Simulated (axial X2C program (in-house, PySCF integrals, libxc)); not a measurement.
## Spin–orbit effects down a group: molecules with C (ions), HF

Calculated with an in-house relativistic program for diatomic molecules, spin-free (one-electron X2C) or two-component (2c: spin–orbit coupling with atomic mean-field Coulomb and Gaunt terms, which also bring small scalar terms), in Dyall basis sets with cores contracted in-house; open shells are unrestricted.

Basis sets: Br dyall-cv3z, C dyall-v3z, Cl dyall-av3z, F dyall-av3z.

```csv
molecule,spin-free state,Re (Å),ωe (cm⁻¹),De (eV),2c state,Re 2c (Å),ωe 2c (cm⁻¹),De 2c (eV)
CF⁺,"M_S = 0, Λ = 0",1.132,1972.7,5.45,Ω = 0,1.132,1972.7,5.40
CCl⁺,"M_S = 0, Λ = 0",1.522,1268.9,4.24,Ω = 0,1.522,1268.6,4.18
CBr⁺,"M_S = 0, Λ = 0",1.675,1042.4,3.55,Ω = 0,1.676,1040.1,n/a
```

Problem. Work out the shifts from the spin-free to the two-component result.

Solution. 

```csv
molecule,2c state,ΔRe (Å),Δωe (cm⁻¹),ΔDe (eV)
CF⁺,Ω = 0,0.000,0.0,-0.05
CCl⁺,Ω = 0,0.000,-0.3,-0.06
CBr⁺,Ω = 0,0.001,-2.3,n/a
```

Shifts of one unit in the last digit are rounding.

Fragments in 2c: F + C+, Cl + C+, Br+ + C. Each entry is the lowest single determinant of a limited PBE0 search at one distance. De goes to single-determinant-based atoms at the same level (for ions the charge split of lowest energy) and is withheld (n/a) where an atom does not fit its ground term or J level. Main or longest-lived isotopes. Some light 2c atoms are not at their ground J level, so De misses part of their lowering (0.04 eV or less).
